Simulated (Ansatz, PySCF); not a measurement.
This singlet lies 0.30 eV below the relaxed triplet at the level frozen-core CCSD(T)/cc-pVTZ // PBE0-D3(BJ)/def2-SVP (Ansatz, a program for electronic structure).

Excitations are Tamm–Dancoff values on a coarser integration grid. The basis has no diffuse functions, so Rydberg states are missing or too high.

Cartesian coordinates (Å):
SMILES: [Si](B)C
```xyz
8

B      1.6444     0.3739     0.3942
Si     0.0091    -0.0704     1.3714
C     -1.3389    -0.2957     0.0372
H      2.4666    -0.4755     0.1143
H      2.0081     1.5261     0.2670
H     -2.3284    -0.4950     0.4712
H     -1.4022     0.5841    -0.6243
H     -1.0587    -1.1475    -0.6078
```
Charge 0, multiplicity 1.

Problem. What is the computed LUMO, dipole moment, S1 excitation (TDA), HOMO, S1–T1 gap (TDA), total energy, HOMO–LUMO gap and brightest of the four lowest singlets (TDA) (ωB97X-D3(BJ)/def2-TZVP // PBE0-D3(BJ)/def2-SVP in PySCF 2.14.0)?

Solution. 
```json
{
 "LUMO": "-0.26 eV",
 "dipole_moment": "1.50 D",
 "S1 excitation (TDA)": "2.27 eV",
 "HOMO": "-8.19 eV",
 "S1–T1 gap (TDA)": "1.05 eV",
 "total_energy": "-355.4593 Ha",
 "HOMO–LUMO gap": "7.92 eV",
 "brightest of the four lowest singlets (TDA)": "5.54 eV"
}
```
